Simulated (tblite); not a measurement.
Species: C6H12N2 (charge +1 and doublet state).
Atom-mapped SMILES: `[CH2:1]1[CH2:2][N+:3]2[CH2:4][CH2:5][N:6]1[CH2:7][CH2:8]2` (hydrogens: H9, H10 on C1; H11, H12 on C2; H13, H14 on C4; H15, H16 on C5; H17, H18 on C7; H19, H20 on C8)

Structure optimised with GFN2-xTB, isolated species. This method treats the open shell by occupation alone, without spin polarisation.

**Question.** List the bond lengths, angles and torsions at this level.

**Answer.** 
```
                   bond  length (pm)
    C1–C2, C4–C5, C7–C8        159.5
 C1–N6 and 5 like bonds        142.4
C1–H9 and 11 like bonds        108.9
```

Bonds in one row agree within 1 pm and their mean is given. A selection of angles:
```
   angle  degrees
C2–C1–N6    106.9
C2–N3–C4    111.9
```

Torsions: N6–C1–C2–N3 0° (synperiplanar); C1–C2–N3–C4 63° (synclinal); C2–N3–C4–C5 -63° (synclinal); N3–C4–C5–N6 0° (synperiplanar); C4–C5–N6–C7 -63° (synclinal); C5–N6–C7–C8 63° (synclinal); N6–C7–C8–N3 0° (synperiplanar); C2–C1–N6–C5 -63° (synclinal); C2–N3–C8–C7 63° (synclinal).

All 3 C–C bonds measure 1.595 to 1.596 Å. N3 (nitrogen bonded to 3 C) is pyramidal (angles 111.9°, 111.9° and 111.9°, sum 335.7°, 0.41 Å off the plane of its three neighbours). The 6-membered ring C1–C2–N3–C8–C7–N6 has internal angles of 106.9° to 111.9°; it is puckered, 0.32 Å rms from its mean plane, widest ring torsion 63°. Of the pairs four or more bonds apart, H15···H17 is among the closest relative to their van der Waals radii: 2.35 Å, 98 % of the sum of Bondi's values. The 6-membered ring C1–C2–N3–C4–C5–N6 has internal angles of 106.9° to 111.9° (sum 651°, against 720° for a flat polygon); it is puckered, 0.32 Å rms from its mean plane, widest ring torsion 63°. All 6 C–N bonds measure 1.424 Å. The 6-membered ring N3–C4–C5–N6–C7–C8 has internal angles of 106.9° to 111.9°; it is puckered, 0.32 Å rms from its mean plane, widest ring torsion 63°.

Point group: D3h (every atom within 0.08 Å of its image). Its GFN2-xTB frequencies are all real (lowest 81 cm⁻¹).

On one thread of an Arm Neoverse V1, shared host with 64 logical CPUs at a one-minute load of 35, this took under 0.1 s wall. This is the geometry optimisation.

The numbers are calculated, not measured.
